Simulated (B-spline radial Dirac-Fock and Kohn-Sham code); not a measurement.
## Relativistic shifts of the levels of Os¹³⁺

System: osmium as Os¹³⁺ in the configuration [Kr] 4d10 4f13 5s2 5p2.

Both columns are ΔSCF binding energies of the configuration average from an atomic code on a B-spline grid: non-relativistic Hartree-Fock with a point nucleus, and Dirac-Fock with a finite nucleus and the Coulomb interaction alone, averaged over the two j levels with weights 2j+1.

```csv
shell,Hartree-Fock (eV),Dirac-Fock (eV),shift (eV),shift (%)
1s,68153.4,74533.0,+6379.59,+9.36
2s,11603.1,13304.0,+1700.91,+14.66
2p,11124.9,11694.2,+569.36,+5.12
3s,2922.2,3345.3,+423.07,+14.48
3p,2699.0,2858.7,+159.73,+5.92
3d,2287.6,2270.8,-16.89,-0.74
4s,829.9,936.9,+106.93,+12.88
4p,733.5,772.4,+38.87,+5.30
4d,558.8,555.2,-3.62,-0.65
4f,327.3,316.6,-10.70,-3.27
5s,303.1,327.6,+24.54,+8.10
5p,272.1,280.4,+8.31,+3.06
```

Relativity binds 1s, 2s, 2p, 3s, 3p, 4s, 4p, 5s, 5p more strongly, among those listed most of all 2s in relative terms, and 3d, 4d, 4f more weakly, because the contracted s and p shells screen the nucleus better.

Values without a named source are computed, but for edge energies of neutral atoms, which are taken from tables.
